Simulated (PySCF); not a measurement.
Species: `CC#C[C@]1(N2CC2)CC[SiH2]1`. The columns A, B, C and D hold Mulliken, IAO, Hirshfeld and ESP-fitted charges (e) of one PBE0/pcSseg-1 density (PySCF), in a shuffled order. Coordinates in Å (GFN2-xTB); the density's dipole moment is (1.24, 0.06, 0.08) D.

```
atom       x       y       z       A       B       C       D
  C1   3.628  -0.406  -0.069  -0.187  -0.434  -0.099  -0.578
  C2   2.181  -0.337  -0.042  -0.422  -0.069  -0.054  +0.416
  C3   0.980  -0.318  -0.014  +0.284  -0.102  -0.068  -0.859
  C4  -0.457  -0.238  -0.013  -0.526  -0.134  -0.016  +0.800
  N5  -1.005   1.101  -0.169  -0.445  -0.279  -0.110  -0.468
  C6  -0.406   2.208   0.532  -0.091  -0.198  -0.053  -0.192
  C7  -0.298   2.084  -0.938  -0.093  -0.193  -0.053  -0.241
  C8  -1.131  -0.897   1.216  -0.069  -0.246  -0.072  -0.176
  C9  -2.336  -1.563   0.528  -0.476  -0.540  -0.164  -0.358
Si10  -1.537  -1.335  -1.190  +0.712  +0.756  +0.344  +0.341
 H11   3.948  -1.435  -0.241  +0.146  +0.171  +0.059  +0.174
 H12   4.041  -0.062   0.879  +0.144  +0.168  +0.057  +0.177
 H13   4.018   0.221  -0.872  +0.144  +0.168  +0.058  +0.177
 H14   0.485   2.026   1.124  +0.130  +0.140  +0.039  +0.136
 H15  -1.101   2.919   0.961  +0.127  +0.149  +0.046  +0.155
 H16  -0.913   2.708  -1.574  +0.127  +0.149  +0.046  +0.163
 H17   0.670   1.825  -1.354  +0.134  +0.141  +0.037  +0.154
 H18  -0.465  -1.637   1.658  +0.122  +0.145  +0.040  +0.087
 H19  -1.398  -0.167   1.981  +0.130  +0.143  +0.039  +0.082
 H20  -3.244  -0.980   0.662  +0.145  +0.154  +0.038  +0.092
 H21  -2.537  -2.573   0.880  +0.131  +0.144  +0.034  +0.099
 H22  -2.263  -0.596  -2.214  -0.076  -0.110  -0.071  -0.085
 H23  -0.864  -2.523  -1.720  -0.090  -0.123  -0.077  -0.096
```

Task: Which column most likely holds the ESP-fitted charges?

Result: D. Σ q r misses the density's dipole by 0.04 D (D), 0.80 D (C), 1.43 D (A), 1.59 D (B). Charges fitted to the outside potential are the only set here that is tied to the molecule's multipoles.

Task: And the Hirshfeld charges?

Result: C. The mean sizes are 0.073 e (C), 0.211 e (B), 0.215 e (A), 0.266 e (D), and Hirshfeld charges are commonly the smallest of these schemes.

As computed, A = Mulliken, B = IAO, C = Hirshfeld, D = ESP-fitted. Hydrogens on carbon: Mulliken +0.12 to +0.15, IAO +0.14 to +0.17, Hirshfeld +0.03 to +0.06, ESP-fitted +0.08 to +0.18 e.

The ESP scheme fits charges at the nuclei, held to the total charge, to the electrostatic potential on points at 1.4 to 2.0 times the van der Waals radii. The Mulliken scheme counts on each atom the diagonal of the density matrix times the overlap matrix over that atom's basis functions.

Isolated species at its GFN2-xTB geometry (one conformer only).

Shape of the structure used: `[CH3:1][C:2]#[C:3][C@:4]1([N:5]2[CH2:6][CH2:7]2)[CH2:8][CH2:9][SiH2:10]1`: C3–C4–N5–C6 -42°.
